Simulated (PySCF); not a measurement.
Calculation: PySCF with TPSSh-D3(BJ)/def2-TZVP // r2SCAN-D4/def2-SVP. All species are isolated molecules in the gas phase. One relaxed conformer stands for a flexible species; it need not be the lowest. 

Reference species: [Ti(OH)4] (neutral, multiplicity 1).

```yaml
charge on the central atom (Mulliken): 1.52 e
charge on the central atom (meta-Löwdin): 1.45 e
HOMO–LUMO gap: 6.37 eV
mean_distance_from_the_central_atom_to_its_bonded_neighbours: 1.798 Å
```

After one change: the charge on the central atom (Mulliken) falls by 0.62 e; the charge on the central atom (meta-Löwdin) falls by 0.36 e; the HOMO–LUMO gap drops by 1.52 eV; the mean distance from the central atom to its bonded neighbours falls by 0.090 Å.

**Question.** Which change was made? The new species is one of these.
(A) [Ti(OH)(H)3]
(B) [Ti(OH)2(H)2]
(C) [Ti(H)4]
(D) [Ti(OH)3(H)]

**Answer.** A, [Ti(OH)(H)3]
